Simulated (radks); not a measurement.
The numbers below are computed, except where a source is named.
Q: Sr2+, 36 electrons, occupied as [Kr] (the NIST ground configuration). Level of theory: scalar-relativistic Kohn-Sham, BLYP, spin-polarised, spherical densities, point nucleus (a radial shooting solver on a logarithmic mesh with Libxc functionals). Some entries of the table are withheld. Estimate them.

orbital  occ.  eigenvalue (hartree)  <r^2> (bohr^2)
1s          2             -586.3317        0.002067
2s          2             -79.83617         0.03507
2p          6             -71.00675         0.02765
3s          2             -12.76940          0.2782
3p          6              -9.92126          0.2903
3d         10                   (1)          0.3028
4s          2                   (2)           2.073
4p          6                   (3)           2.766

A: 
(1) 3d eigenvalue (hartree): -5.21643
(2) 4s eigenvalue (hartree): -2.00492
(3) 4p eigenvalue (hartree): -1.33503
